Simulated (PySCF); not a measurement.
CCl3NOSi. Atoms are numbered in the order given.

```xyz
7

O      0.0000     0.0000     3.7357
C      0.0000     0.0000     2.5736
N      0.0000     0.0000     1.3736
Si     0.0000     0.0000    -0.3133
Cl     1.6624     0.9598    -0.9913
Cl    -1.6624     0.9598    -0.9913
Cl     0.0000    -1.9196    -0.9913
```

Geometry: PBE0-D3(BJ)/def2-SVP. Other conformers were not sampled.

Level of theory: PySCF 2.14.0 with TDDFT-B3LYP/def2-SVPD.

Vertical excitations; the highest root listed may be one member of a degenerate set. The molecule is in vacuum. State labels are in the subgroup Cs.

Problem. List the lowest excited states. (Estimate from the structure and the level; the computed values follow.)

Solution. 
```json
[
 {"state": "S1", "symmetry": "A\"", "energy (eV)": "7.05", "λ (nm)": "176", "f": "0.000", "main pairs": "HOMO−1→LUMO+1 45 %, HOMO→LUMO+2 45 %"},
 {"state": "S2", "symmetry": "A'", "energy (eV)": "7.16", "λ (nm)": "173", "f": "0.000", "main pairs": "HOMO−1→LUMO+2, HOMO→LUMO+1 (degenerate set)"},
 {"state": "S3", "symmetry": "A\"", "energy (eV)": "7.16", "λ (nm)": "173", "f": "0.000", "main pairs": "HOMO→LUMO+2, HOMO−1→LUMO+1 (degenerate set)"},
 {"state": "S4", "symmetry": "A\"", "energy (eV)": "7.27", "λ (nm)": "171", "f": "0.004", "main pairs": "HOMO−1→LUMO (degenerate set)"},
 {"state": "S5", "symmetry": "A'", "energy (eV)": "7.27", "λ (nm)": "171", "f": "0.004", "main pairs": "HOMO→LUMO (degenerate set)"},
 {"state": "S6", "symmetry": "A\"", "energy (eV)": "7.28", "λ (nm)": "170", "f": "0.000", "main pairs": "HOMO−2→LUMO 97 %"},
 {"state": "S7", "symmetry": "A'", "energy (eV)": "7.79", "λ (nm)": "159", "f": "0.012", "main pairs": "HOMO−2→LUMO+2 (degenerate set)"},
 {"state": "S8", "symmetry": "A\"", "energy (eV)": "7.79", "λ (nm)": "159", "f": "0.012", "main pairs": "HOMO−2→LUMO+1 (degenerate set)"},
 {"state": "S9", "symmetry": "A\"", "energy (eV)": "8.07", "λ (nm)": "154", "f": "0.015", "main pairs": "HOMO−1→LUMO+3 (degenerate set)"},
 {"state": "S10", "symmetry": "A'", "energy (eV)": "8.07", "λ (nm)": "154", "f": "0.015", "main pairs": "HOMO→LUMO+3 (degenerate set)"},
 {"state": "T1", "symmetry": "A'", "energy (eV)": "6.46", "λ (nm)": "192", "f": "0", "main pairs": "HOMO−1→LUMO+2 39 %, HOMO→LUMO+1 39 %"},
 {"state": "T2", "symmetry": "A'", "energy (eV)": "6.71", "λ (nm)": "185", "f": "0", "main pairs": "HOMO→LUMO+1, HOMO−1→LUMO+2 (degenerate set)"},
 {"state": "T3", "symmetry": "A\"", "energy (eV)": "6.71", "λ (nm)": "185", "f": "0", "main pairs": "HOMO−1→LUMO+1, HOMO→LUMO+2 (degenerate set)"},
 {"state": "T4", "symmetry": "A\"", "energy (eV)": "6.88", "λ (nm)": "180", "f": "0", "main pairs": "HOMO−2→LUMO 89 %"}
]
```
Triplets are in the Tamm–Dancoff approximation, which puts them higher than full response would, so one can lie above its singlet here.
